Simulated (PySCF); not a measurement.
**Shapes and spin states of HPrS**

Level of theory: PySCF, B3LYP, basis Pr def2-SVP with ECP28, S def2-SVP, H def2-SVP (scalar-relativistic core potentials, no spin–orbit coupling, density fitting).

Relaxations began from a few typed shapes and spin states; open shells are unrestricted. The search is not exhaustive: other isomers or separated fragments can lie lower, and high-lying points may rest on an excited occupation.

Task: Which is the lowest minimum found?
A. singlet C∞v: Pr–H 2.222 Å, Pr–S 2.362 Å; H–Pr–S 180.0°
B. singlet (closed shell, unstable to spin polarisation) Cs: Pr–H 2.064 Å, Pr–S 2.331 Å; H–Pr–S 106.3°
C. triplet Cs: Pr–H 2.078 Å, Pr–S 2.339 Å; H–Pr–S 108.8°

Result: C. The others lie at 160.5 (singlet Cs), 215.8 (singlet C∞v, a saddle point) kJ/mol above it.

Formally Pr is in oxidation state +3, with 2 electrons left for the f, d and s shells; the Mulliken f population is 2.22 and the spin on Pr 2.12.

For the lowest minimum: the spin densities have lower symmetry than the nuclear frame. With open d or f shells other occupations or spin states may lie lower. The pruned grid is coarse for the open f shell: energies are uncertain by about 2 kJ/mol and soft modes are noisy. No spin–orbit coupling is included, which matters more the heavier the element.

The electron or spin density has lower symmetry than the nuclear frame for the singlet C∞v at 215.8 kJ/mol.
